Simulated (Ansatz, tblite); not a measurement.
Isomers of Na$_{3}$Cl$_{3}$⁺ (doublet), found by a short tight-binding search and relaxed with B3LYP-D4/def2-SVP in Ansatz.

The xTB rows come from tblite. Correlated methods freeze 18 core orbitals; core or outer-core shells of Na are correlated, in sets that lack core-valence functions.

Run but left out: HF/def2-SVP, MP2/def2-SVP, CCSD/def2-SVP, CCSD(T)/def2-SVP (flagged by the program: other roots); LDA (SPW92)/def2-TZVP, PBE-D4/def2-SVP, PBE-D4/def2-TZVP, revPBE-D4/def2-TZVP (C: an occupied level 0.00 eV above an empty one).

B: At BLYP-D4/def2-TZVP, r2SCAN-D4/def2-TZVP the gap within one spin of the charge 1 doublet nearly closes, so an electron or hole may be smeared out by delocalisation error. C: At BLYP-D4/def2-TZVP, r2SCAN-D4/def2-TZVP the gap within one spin of the charge 1 doublet nearly closes, so an electron or hole may be smeared out by delocalisation error.

Other spin states weren't relaxed.

A:

Cartesian coordinates in Å:
```
Na -0.047 -0.235 0.184
Na 0.765 3.237 -2.660
Na -0.958 -3.961 3.270
Cl 0.964 0.680 -2.153
Cl -0.216 2.406 -0.384
Cl -0.507 -2.126 1.743
```

B:

```xyz
6

Na    1.256   -0.626   -2.909
Na    1.153   -0.045    1.718
Na   -2.024    0.455    0.291
Cl    0.635    1.131   -0.998
Cl   -1.081    0.563    2.569
Cl    0.060   -1.478   -0.671
```

C:

Cartesian coordinates in Å:
```
Na 1.743 -1.155 2.701
Na 0.917 1.438 -1.810
Na -2.398 -0.456 -0.481
Cl 1.708 0.240 0.479
Cl -1.458 0.969 -2.254
Cl -0.512 -1.036 1.365
```

D:

```xyz
6

Na   -1.2595   -0.1051    1.3904
Na   -0.7713    0.8451   -2.0903
Na    2.2283    0.5806    0.6029
Cl   -1.1205   -1.5100   -0.9222
Cl    0.8800   -1.6854    0.8855
Cl    0.0431    1.8747    0.1336
```

**Question.** Estimate their order by electronic energy at PBE0-D4/def2-TZVP, counted from the lowest.

**Answer.** D (0.00) < A (0.17) < C (0.23) < B (0.33), in eV.

**Question.** Do the other levels pick the same lowest one?

**Answer.** Not GFN1-xTB, GFN2-xTB, HF/def2-TZVP. Energies above each level's lowest (eV):

```
              level     A     B     C     D
           GFN1-xTB  0.00  0.19  0.07  0.11
           GFN2-xTB  0.00  0.35  0.14  0.48
       HF/def2-TZVP  0.00  0.28  0.12  0.02
  BLYP-D4/def2-TZVP  0.19  0.32  0.22  0.00
r2SCAN-D4/def2-TZVP  0.16  0.32  0.23  0.00
   PBE0-D4/def2-SVP  0.17  0.34  0.21  0.00
  PBE0-D4/def2-TZVP  0.17  0.33  0.23  0.00
      MP2/def2-TZVP  0.16  0.31  0.24  0.00
```
Point groups (tolerance 0.1 Å): A not assigned, B not assigned, C C2v, D Cs. Lower isomers may exist.
